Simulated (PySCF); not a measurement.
Electronic absorption of InCl2(OMe)

InCl2(OMe), CH₃Cl₂InO.
SMILES: `C[O][In]([Cl])[Cl]`

The calculation used TDDFT wB97X-D/def2-SVPD, vertical, gas phase, core orbitals frozen in the response, def2 core potentials past Kr in PySCF. The structure is a single PBE0-D3(BJ)/def2-SVP conformer in the gas phase; no vibrational or solvent corrections. Spin–orbit coupling is left out. Note that the optimisation stopped short of convergence; the values belong to its last geometry.

**Question.** What does the calculation give for the low-lying excited states?

**Answer.** 

| state | E (eV) | λ (nm) | f | main configurations (H = HOMO, L = LUMO) |
| --- | --- | --- | --- | --- |
| S1 | 4.35 | 284.9 | 0.0038 | H→L (96%) |
| S2 | 5.02 | 247.2 | 0.071 | H-1→L (85%), H→L+1 (11%) |
| S3 | 5.43 | 228.5 | 0.023 | H-2→L (95%) |
| S4 | 5.46 | 227.1 | 0.0001 | H-3→L (97%) |
| S5 | 5.64 | 220.0 | 0.011 | H-4→L (96%) |
| S6 | 5.87 | 211.4 | 0.036 | H-5→L (94%) |
| S7 | 6.10 | 203.2 | 0.0051 | H-1→L+1 (95%) |
| S8 | 6.24 | 198.6 | 0.146 | H→L+1 (84%), H-1→L (10%) |
| S9 | 6.83 | 181.7 | 0.056 | H-3→L+1 (50%), H-6→L (44%) |
| S10 | 6.84 | 181.2 | 0.0018 | H-2→L+1 (96%) |

Triplets (Tamm–Dancoff): T1 4.03 eV, H→L (94%); T2 4.27 eV, H-1→L (94%); T3 5.03 eV, H-2→L (95%); T4 5.15 eV, H-3→L (96%).

The lowest singlet lies at 4.35 eV (285 nm, ultraviolet) and is very weak; its leading configuration is HOMO→LUMO (96%). The most intense listed level is S8 at 6.24 eV (199 nm, f = 0.146), 1.89 eV above S1. Löwdin shares by element: HOMO oxygen 62%, carbon 16%, hydrogen 14% or more; LUMO indium 41%, chlorine 41%, oxygen 15%. Of the 10 states listed, 6 reach f = 0.01 and 1 stays under 0.0005. Orbital energies (eV): HOMO-3 -11.39, HOMO-2 -11.29, HOMO-1 -10.55, HOMO -10.20, LUMO -1.25, LUMO+1 0.10, LUMO+2 1.55. The listed states span 2.49 eV, and the widest gap between neighbours is 0.66 eV (S1 to S2). The vertical ionisation energy (ΔSCF) is 10.40 eV, 3.56 eV above S10. Only the lowest 10 singlets were computed, as vertical energies without vibronic structure.

The run took 73 s on one thread of an x86-64 server, no GPU (shared host).
